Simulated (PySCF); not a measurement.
H₃N.

```xyz
4

N      0.0000     0.0000     0.1117
H      0.8165    -0.4714    -0.2605
H     -0.8165    -0.4714    -0.2605
H      0.0000     0.9428    -0.2605
```
Charge 0, spin multiplicity 1.

Geometry optimised at B3LYP-D3(BJ)/def2-TZVP.

These are KT2/pcSseg-1 in PySCF values and carry that method's errors. Non-relativistic, no solvent.

Computed absolute GIAO shielding of each atom: isotropic value and principal components (ppm):
```
atom  σ(iso)    σ11    σ22    σ33  span
----  ------  -----  -----  -----  ----
N1     266.2  227.0  285.8  285.8  58.7
H2      31.8   26.2   27.0   42.3  16.1
H3      31.8   26.2   27.0   42.3  16.1
H4      31.8   26.2   27.0   42.3  16.1
```
